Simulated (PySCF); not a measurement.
Solvent effects on NMR parameters

Mapped SMILES: `[Cl:1][Si:2]([Cl:3])([Cl:4])[Cl:5]`.

GIAO PBE0/pcSseg-1 in PySCF 2.14.0 with density-fitted response routines on one PBE0-D3(BJ)/def2-SVP conformer, non-relativistic, equivalent nuclei averaged. Solvents enter as an IEF-PCM continuum (chloroform with ε = 4.7, dichloromethane with ε = 8.9, methanol with ε = 32.6) around the gas-phase geometry.

Gas phase, σ in ppm: Cl1/Cl3/Cl4/Cl5 748.9, Si2 332.5. Dipole moment 0.00 D.

Q: How does each σ change in the continuum?

A: 
```json
{"atoms": "Cl1/Cl3/Cl4/Cl5", "environment": "chlorine bonded to Si", "Δσ, chloroform": "+2.1", "Δσ, dichloromethane": "+2.6", "Δσ, methanol": "+3.0"}
{"atoms": "Si2", "environment": "silicon bonded to 4 Cl", "Δσ, chloroform": "+0.1", "Δσ, dichloromethane": "+0.1", "Δσ, methanol": "+0.1"}
```

Changes are relative to the gas phase.

Q: Which nuclei move most (in ppm), and what does the model miss?

A: Cl1/Cl3/Cl4/Cl5 (chlorine bonded to Si, +3.0 ppm) in methanol. A continuum only polarises the solute; specific hydrogen bonds, the anisotropy of aromatic solvents and changes of geometry or conformer are outside it.
